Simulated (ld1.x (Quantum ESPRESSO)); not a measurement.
# Sc (Z = 21), TM: configuration errors across variants

- Element: scandium
- Generator: ld1.x (Quantum ESPRESSO) 7.5
- Type: norm-conserving Troullier–Martins (Kleinman–Bylander form)
- Functional: LDA (PZ)
- Relativity: scalar-relativistic
- Frozen core: [Ar]
- Valence charge: 3
- Reference configuration: 3d1 4s2 4p0
- Partial waves: 4s (bound): rc 3.25 bohr; 4p (bound, empty): rc 2.75 bohr; 3d (bound): rc 2.95 bohr
- Local potential: all-electron potential smoothed inside 2.45 bohr (lloc = -1)
- Core correction: a·sin(br)/r model core inside 1.65 bohr

All-electron excitation energies from the reference (eV): (1) 3d1 4s1 4p0 7.067; (2) 3d1 4s0 4p0 20.028; (3) 3d1 4s1.5 4p0 2.824; (4) 3d2 4s0 4p0 7.720; (5) 3d1 4s0 4p2 5.827; (6) 3d1 4s0 4p1 10.570; (7) 3d2 4s1 4p0 1.622; (8) 3d1 4s2 4p0 spin -0.151; (9) 3d1 4s1 4p0 spin 6.520.

Spin tests fill each open shell by Hund’s rule, majority spin first.

A true bound ghost makes a file unfit for plane-wave use even where its test errors are small: the radial tests pick states by their node count and pass the ghost by.

Errors AE − PS in meV (a dash: test not solved or not reliable):

```csv
change,(1),(2),(3),(4),(5),(6),(7),(8),(9),bound ghosts
base,+3.6,-42,+1.0,-15,-4.0,+2.5,-12,+50,+73,none
"all radii but the core radius scaled by about 0.79 (s 2.56, p 2.18, d 2.34 bohr); local potential all-electron potential smoothed inside 1.94 bohr (lloc = -1)",-5.2,-34,-1.2,-143,-4.3,+17,-95,+53,+62,s
"all radii but the core radius scaled by about 0.86 (s 2.80, p 2.36, d 2.54 bohr); local potential all-electron potential smoothed inside 2.10 bohr (lloc = -1)",-8.2,-33,-2.0,-121,+2.2,+17,-114,+51,+58,s
"all radii but the core radius scaled by about 1.05 (s 3.40, p 2.88, d 3.10 bohr); local potential all-electron potential smoothed inside 2.56 bohr (lloc = -1)",+2.6,-52,+0.8,+37,-11,-6.7,+15,+49,+74,none
"all radii but the core radius scaled by about 1.24 (s 4.04, p 3.42, d 3.68 bohr); local potential all-electron potential smoothed inside 3.04 bohr (lloc = -1)",-5.7,-140,-0.3,+256,-59,-68,+147,+50,+81,none
"all radii but the core radius scaled by about 1.37 (s 4.44, p 3.76, d 4.02 bohr); local potential all-electron potential smoothed inside 3.34 bohr (lloc = -1)",-12,-213,-1.2,+353,-90,-110,+219,+52,+85,none
```

(1) Give the same row for: all radii but the core radius scaled by about 1.18 (s 3.82, p 3.24, d 3.48 bohr); local potential all-electron potential smoothed inside 2.88 bohr (lloc = -1).

## Answers

(1) -2.4, -94, +0.1, +180, -36, -39, +97, +50, +79; bound ghosts: none.
